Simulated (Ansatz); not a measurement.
```xyz
2

Ti   -0.0046   -0.0161   -0.3765
O     0.0244    0.0213    1.2029
```

Basis set: STO-3G (spherical functions). Frozen core: 6 orbitals. Charge 0, multiplicity 3.

Computed with Ansatz (development build ahead of 0.2.0); each method stands on the lowest determinant of its kind that the runs found.

The atomization energy at this shape (free ground-state atoms in the same class of orbitals less the molecule, no zero-point energy) of triplet TiO:

```
method  atomization energy
   UHF             4.34 eV
```

(1) What does UHF-MP2 give?

Answers

(1) 6.79 eV.

This basis has no polarisation functions and is too small for such energies, which can lie far from measured ones in either direction.
